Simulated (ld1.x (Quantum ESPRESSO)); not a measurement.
## What one change does to a pseudopotential (iron (Fe), RRKJ)

Fe, norm-conserving RRKJ (Kleinman–Bylander form), made with ld1.x (Quantum ESPRESSO) 7.5 (LDA (PZ), scalar-relativistic). Core [Ar], reference 3d6 4s1.75 4p0.25. Waves: 4s (bound): rc 2.10 bohr; 3d (bound): rc 1.65 bohr; 4p (bound): rc 2.75 bohr. Local part: the p channel. Core correction: Bessel-smoothed model core inside 1.15 bohr. rho0 = 0.001.

Change: functional PBEsol.

Cutoffs: the cutoffs (Ry, on a coarse ladder) from which the occupation-weighted sum of valence levels, in a spherical-Bessel basis at the reference potential, stays within 10 and 1 mRy of its value at 400 Ry; they do not see the model core or the augmentation charge, which bear on the density cutoff. Errors are all-electron minus pseudo energies relative to the spin-unpolarised reference configuration.

Question: What does the change do?

Answer: The potential gets neither clearly harder nor softer (70 Ry and 100 Ry → 70 Ry and 100 Ry); both files keep a bound ghost (s); the number of tests that count goes from 9 to 7; of the 7 tests that both files solve, the error grows in 3 and shrinks in 0 by more than 15 % and 0.3 meV (median size 34.0 → 39.5 meV).

```csv
quantity,base,changed
"cutoff, loose",70 Ry,70 Ry
"cutoff, tight",100 Ry,100 Ry
bound ghosts,s,s
"error for 3d6 4s2 4p0, meV [ΔE -1.02 → -1.01 eV]",-0.3,-0.4
"error for 3d6 4s1 4p0, meV [ΔE 7.96 → 7.73 eV]",-13,-17
"error for 3d6 4s0 4p0, meV [ΔE 24.45 → 23.85 eV]",-34,-40
"error for 3d5 4s0 4p0, meV [ΔE 58.98 → 58.04 eV]",-429,-441
"error for 3d6 4s0 4p2, meV [ΔE 7.59 → 7.48 eV]",-4.5,-6.3
"error for 3d7 4s0 4p0, meV [ΔE 5.84 → 5.58 eV]",-324,-337
"error for 3d6.5 4s1.5 4p0, meV [ΔE -1.77 → -1.74 eV]",-92,-99
s: phases at 3.00 bohr within 0.05 rad from the reference energy up to (Ry; the scan ends near 5),1.6,1.5
p: phases at 3.00 bohr within 0.05 rad from the reference energy up to (Ry; the scan ends near 5),2.5,2.5
d: phases at 3.00 bohr within 0.05 rad from the reference energy up to (Ry; the scan ends near 5),0.2,0.3
```

Base: These tests converged, but a pseudo level misses the all-electron one widely, so the file describes the atom poorly there or has found another state: 3d5 4s0 4p0: empty 4s by 6.8 eV. Changed file: These tests converged, but a pseudo level misses the all-electron one widely, so the file describes the atom poorly there or has found another state: 3d5 4s0 4p0: empty 4s by 7.4 eV. A true bound ghost makes a file unfit for plane-wave use even where its test errors are small: the radial tests pick states by their node count and pass the ghost by.
